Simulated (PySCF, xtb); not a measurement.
Sn(F)(Cl)2(NH2) (Cl2FH2NSn), SMILES [NH2][Sn]([F])([Cl])[Cl].

GFN2-xTB (xtb) at its own geometry gives an orbital gap of 2.88 eV and a dipole moment of 2.67 D.

Coordinates come from a B3LYP-D3(BJ)/def2-SVP optimisation. The structure was generated by enumeration; whether it is a known compound was not checked. The def2 effective core potentials stand for the cores of Sn; spin–orbit coupling is left out. Other conformers were not sampled.

Question: What does PySCF with HF/def2-TZVP give? (The exact figures need the calculation; the answer reports its results.)

Answer: gap 13.54 eV (levels -12.50 and 1.04 eV), dipole 2.78 D.
